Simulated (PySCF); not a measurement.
PySCF input (B3PW91/6-31G* (5d)):

```python
from pyscf import gto, dft

mol = gto.M(
    atom='''
    C    -1.48752700   -0.09093500   -0.13571900
    B     0.11923500    0.14157700   -0.02817100
    O     0.76600700    1.23227600   -0.27483200
    O     0.76822700   -1.08768800    0.40004100
    H    -1.91471700   -0.40233600    0.82663100
    H    -1.99995200    0.81984500   -0.45643000
    H    -1.73209800   -0.88946600   -0.84854100
    H     1.70188600   -0.84702400    0.43184000
    ''',
    basis='6-31g*',
    charge=-1,
    spin=0,
    verbose=4,
)

mf = dft.RKS(mol, xc='b3pw91')
mf.grids.level = 3
mf.conv_tol = 1e-9
mf.max_cycle = 100
mf.max_memory = 1500
mf.kernel()
if not mf.converged:
    mf = mf.newton()
    mf.kernel(mf.make_rdm1())
mf.dip_moment()
```

From the output:

```
tot grids = 95560
init E= -215.904150409842
  HOMO = -0.377553860639412  LUMO = -0.0288695767356333  gap/eV = 9.48818
cycle= 1 E= -215.551240658493  delta_E= 0.353  |g|= 1.15  |ddm|= 2.57
  HOMO = 0.263568165925374  LUMO = 0.324689555776765  gap/eV = 1.66320
cycle= 2 E= -214.962775430207  delta_E= 0.588  |g|= 1.99  |ddm|= 3.94
  HOMO = 0.0116226742471643  LUMO = 0.315020132006609  gap/eV = 8.25587
cycle= 3 E= -215.790095493777  delta_E= -0.827  |g|= 0.43  |ddm|= 3.18
  HOMO = 0.026173650165668  LUMO = 0.298454807029384  gap/eV = 7.40915
cycle= 4 E= -215.828251161656  delta_E= -0.0382  |g|= 0.0913  |ddm|= 0.396
  HOMO = 0.0231832506576017  LUMO = 0.298412469979452  gap/eV = 7.48937
cycle= 5 E= -215.829481885299  delta_E= -0.00123  |g|= 0.035  |ddm|= 0.0735
  HOMO = 0.0253891582597712  LUMO = 0.299785679976291  gap/eV = 7.46671
cycle= 6 E= -215.829762773961  delta_E= -0.000281  |g|= 0.00704  |ddm|= 0.0309
  HOMO = 0.0247903235231495  LUMO = 0.29990241879741  gap/eV = 7.48618
cycle= 7 E= -215.829773610697  delta_E= -1.08e-05  |g|= 0.00186  |ddm|= 0.00742
  HOMO = 0.0244482212716255  LUMO = 0.299968888609542  gap/eV = 7.49730
cycle= 8 E= -215.829774485841  delta_E= -8.75e-07  |g|= 0.000208  |ddm|= 0.00235
  HOMO = 0.0244267211807645  LUMO = 0.299960135812354  gap/eV = 7.49765
cycle= 9 E= -215.829774496572  delta_E= -1.07e-08  |g|= 2.75e-05  |ddm|= 0.000338
  HOMO = 0.024425171835591  LUMO = 0.299959907155508  gap/eV = 7.49768
cycle= 10 E= -215.829774496809  delta_E= -2.37e-10  |g|= 4.98e-06  |ddm|= 5.83e-05
  HOMO = 0.0244252638662599  LUMO = 0.299960364536245  gap/eV = 7.49769
Extra cycle  E= -215.829774496809  delta_E= -1.71e-13  |g|= 5.83e-06  |ddm|= 1.12e-05
converged SCF energy = -215.829774496809

WARN: System has nonzero charge -1; the dipole moment is origin-dependent.
Location of origin: [0. 0. 0.]

Dipole moment(X, Y, Z, Debye): -0.90664, -2.02733,  0.49071
```

The dipole moment of an ion depends on the origin.

The geometry given is a B3LYP-D3(BJ)/def2-TZVP minimum.
